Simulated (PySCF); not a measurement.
SnH2I2, SMILES [I][SnH2][I].

Geometry optimised at PBE0-D3(BJ)/def2-SVP. The def2 effective core potentials stand for the cores of I, Sn; spin–orbit coupling is left out.

All values below come from ωB97X/def2-TZVPD (PySCF).

Isolated molecule, no solvent.

The total energy is -811.13630 hartree. The point group comes out as C2v, the highest occupied level comes out as -9.83 eV and the lowest empty level comes out as -0.36 eV. The orbital gap is 9.47 eV, the dipole moment is 1.70 D and the quadrupole, principal values (traceless, Buckingham form, about the centre of nuclear charge) is -3.27, -1.08, 4.35 D·Å. The mean static polarisability comes out as 115.8 bohr³ (17.15 Å³) and the polarisability, principal values is 91.9, 107.4, 147.9 bohr³.
